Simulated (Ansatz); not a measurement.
The cluster Li3Si2, relaxed as a doublet with UKS PBE0-D4/def2-TZVP in Ansatz, starting from the GFN2-xTB geometry. Force threshold 0.02 eV/Å.

The relaxation made no stability test and no search for a lower SCF solution. The structure comes from a short search, and lower isomers may exist.

Start:

```xyz
5

Li    2.4175    0.4576    2.1521
Li    0.7347    0.1754    0.6187
Li   -0.8244    1.0018   -1.8742
Si   -0.4955   -1.4281   -1.0688
Si   -1.8323   -0.2067    0.1722
```

Problem. Estimate the energy that the relaxation releases and the steps that it takes.

Solution. 35.2 kcal/mol, in 37 steps; 54 s on 4 threads of Arm Neoverse V1 on a shared host. The force fell under the threshold at step 9, but the optimiser went on and released 1.024 eV more. No frequencies were taken in this run, so the end may be a saddle point.

Problem. Does the start keep its bonding and symmetry?

Solution. Bonds formed: Li1–Si4, Li1–Si5 (atoms count from 1). Metal–metal contacts that move far: Li1–Li2 2.29 to 3.06 Å. Point group Cs at the start, Cs at the end, both within 0.05 Å.

Problem. Predict the relaxed structure.

Solution. 
```
atom   x (Å)   y (Å)   z (Å)
 Li1   0.705  -0.879   1.632
 Li2   1.381   1.644   0.037
 Li3  -1.804  -0.911  -1.208
 Si4   0.582  -0.520  -0.865
 Si5  -0.864   0.665   0.404
```
Bond lengths (bridged metal pairs left out): 6 × Li–Si 2.44 to 2.53 Å; 1 × Li–Li 3.06 Å; 1 × Si–Si 2.26 Å.
